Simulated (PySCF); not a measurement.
Geometry (Å), atoms numbered from 1 in this order:
```xyz
11

C     1.4583   -0.5757   -0.3735
Si    0.0473    0.6052   -0.1215
C    -1.5186   -0.1746    0.5026
Cl    0.6470    2.0533    1.2339
Cl   -0.3507    1.5578   -1.9186
H     1.1774   -1.3688   -1.0833
H     2.3343   -0.0438   -0.7726
H     1.7394   -1.0413    0.5836
H    -2.3098    0.5819    0.6085
H    -1.8677   -0.9498   -0.1968
H    -1.3461   -0.6389    1.4859
```

One averaged value for each set of equivalent atoms, no solvent, relativity neglected, one conformer. NMR shieldings at CAM-B3LYP/pcSseg-2/GIAO; PBE0-D3(BJ)/def2-SVP structure; PySCF 2.14.

References, each an isolated molecule treated in the same way: 13C and 1H and 29Si vs TMS; 35Cl vs HCl.

```tsv
atoms	nucleus	count	δ (ppm)
Si2	29Si	1	?
C1/C3	13C	2	7.6
Cl4/Cl5	35Cl	2	?
H6/H7/H8/H9/H10/H11	1H	6	0.60
```

Question: Complete the table.

Answer: 
- Si2: 45.6 ppm, silicon bonded to 2 C, 2 Cl
- Cl4/Cl5: 78 ppm, chlorine bonded to Si

Shifts are as computed, not scaled to solution data. Of 1211 compounds with measured shifts, 218 miss one by over three times the rms of a fit or turn the order of signals round; such compounds aren't used in these exercises.
